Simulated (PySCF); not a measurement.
PySCF job for C2H7BClN, SMILES CCB(N)Cl, PBE/pcSseg-1. Geometry optimised at PBE-D3(BJ)/def2-SVP. This is a generated structure with no PubChem entry under its InChIKey; it may be hypothetical. Other conformers were not sampled.

```python
import numpy as np
from pyscf import gto, scf, dft
from pyscf.prop.nmr import rks as nmr

mol = gto.M(
    atom='''
    B    -0.20686812    0.14228202   -0.00000000
    Cl    0.39084530    1.83839003    0.00000000
    C     0.83808911   -1.04361238    0.00000000
    C     0.25093022   -2.45938782   -0.00000000
    H     1.50900145   -0.89762371   -0.87661612
    H     1.50900145   -0.89762372    0.87661612
    H    -0.38228879   -2.63971335    0.89473219
    H    -0.38228880   -2.63971335   -0.89473218
    H     1.03655753   -3.24208552    0.00000000
    N    -1.59369806   -0.05192272    0.00000000
    H    -2.26494292    0.71598434   -0.00000000
    H    -2.01329895   -0.98180500    0.00000000
    ''',
    basis='pcSseg-1',
    charge=0,
    spin=0,
    max_memory=1600,
    verbose=3,
)
mf = dft.RKS(mol, xc='pbe')
mf.grids.level = 3
mf.conv_tol = 1e-10
mf.max_cycle = 100
mf.kernel()
n = nmr.NMR(mf)
n.verbose = 2
n.max_cycle_cphf = 60
sigma = n.kernel()
print('atom   isotropic/ppm   span/ppm')
for i, s in enumerate(sigma):
    w = np.linalg.eigvalsh((s + s.T) / 2)
    print(f'{mol.atom_symbol(i):2s}{i + 1:3d} {w.mean():14.3f} {w[2] - w[0]:11.3f}')
```

Output:

```
converged SCF energy = -619.886849743683
atom   isotropic/ppm   span/ppm
B   1         54.096      72.529
Cl  2        818.652     335.557
C   3        161.865      32.005
C   4        168.346      20.449
H   5         29.853       9.598
H   6         29.853       9.598
H   7         30.152       9.299
H   8         30.152       9.299
H   9         29.792      11.796
N  10        153.335     128.979
H  11         27.244      12.262
H  12         27.108      11.873
```

Self-consistency was reached.
